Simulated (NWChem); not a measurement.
Species: 1,1,1,3,3-pentafluoropropane (C3H3F5); SMILES FC(F)(CC(F)F)F

```xyz
11

F     -0.7873    -2.5271    -0.0908
C     -0.0886    -1.4124     0.2806
F      1.2168    -1.5898    -0.0733
C     -0.6733    -0.2067    -0.4394
C     -0.0594     1.1191    -0.0290
F      1.2410     1.2095    -0.3737
F     -0.7137     2.1484    -0.6127
F     -0.1383     1.2939     1.3165
H     -0.1396    -1.3146     1.3891
H     -0.5406    -0.3425    -1.5305
H     -1.7584    -0.1581    -0.2251
```
Atoms are numbered in this order, from 1.

Program: NWChem. Medium grid unless said otherwise, to which SCAN and Minnesota functionals are sensitive. Geometry: optimised at PBE-D3(BJ)/def2-SVP. Total energies of different functionals are on different scales.

```
level                                             energy (Ha)  highest occupied level (eV)  orbital gap (eV)  dipole (D)  relative time
------------------------------------------------  -----------  ---------------------------  ----------------  ----------  -------------
B3LYP/def2-SVP                                      -614.8805                        -9.74             11.23        1.51              1
PBE/def2-SVP                                        -614.2753                        -8.08              8.99        1.38              1
LC-BLYP (range parameter 0.33 per bohr)/def2-SVP    -613.8632                       -12.17             15.79        1.50              5
CAM-B3LYP/def2-SVP                                  -614.7137                       -11.51             14.27        1.56              6
HCTH/407/def2-SVP                                   -614.7403                        -8.39              9.08        1.42              2
MN15/def2-SVP                                       -614.3130                       -10.87             13.53        1.58              1
TPSSh/def2-SVP                                      -614.8733                        -9.05             10.56        1.50              1
BLYP/def2-SVP                                       -614.7873                        -7.98              8.93        1.37              1
```

The last column is a rough cost ratio, cheapest run = 1.
